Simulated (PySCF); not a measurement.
## [PbBr3]+ at several levels of theory

Computed with PySCF 2.14.0 (density fitting, no spin-orbit coupling) at the geometry relaxed with r2SCAN:

```xyz
4
[PbBr3]+ (singlet)
Pb    0.0000    0.0000    0.0000
Br    2.5144    0.0000    0.0000
Br   -1.2572    2.1776    0.0000
Br   -1.2572   -2.1776    0.0000
```

| level | basis | state | HOMO (eV) | gap (eV) | charge on Pb1 (e) | dipole about the centre of mass (D) | largest force component (eV/Å) |
| --- | --- | --- | --- | --- | --- | --- | --- |
| r2SCAN | Pb def2-SVP with ECP60, Br def2-SVP | singlet | -12.92 | 1.89 | 0.93 | 0.00 | 0.00 |
| wB97X | the same | singlet | -16.21 | 7.72 | 0.95 | 0.00 | 0.42 |
| B3LYP | the same | singlet | -13.51 | 3.07 | 0.88 | 0.00 | 0.24 |
| TPSS | the same | singlet | -12.66 | 1.73 | 0.90 | 0.00 | 0.20 |
| r2SCAN | Pb def2-TZVP with ECP60, Br def2-TZVP | singlet | -12.88 | 1.98 | 1.04 | 0.00 | 0.36 |
| r2SCAN | Pb x2c-SVPall, Br x2c-SVPall | singlet | -12.89 | 1.84 | 1.00 | 0.00 | 0.23 |

Charges are Mulliken's, which hang on the basis. The relaxation used the grid (50, 194), these runs (75, 302) or, all-electron (x2c bases, spin-free X2C Hamiltonian), (99, 590).

Q: What does PBE with Pb def2-SVP with ECP60, Br def2-SVP give here?

A: state singlet, HOMO (eV) -12.50, gap (eV) 1.60, charge on Pb1 (e) 0.83, dipole about the centre of mass (D) 0.00, largest force component (eV/Å) 0.27. Time: 5.1 s on 2 threads of Arm Neoverse V2 (shared host), from an already converged density.

In the first row's basis the gap widens with exact exchange: 1.6 to 1.9 eV for PBE, TPSS, r2SCAN (none); 3.1 eV for B3LYP (a fixed share); 7.7 eV for wB97X (rising or full at long range).

No frequency check is given that shows the relaxed geometry to be a minimum.
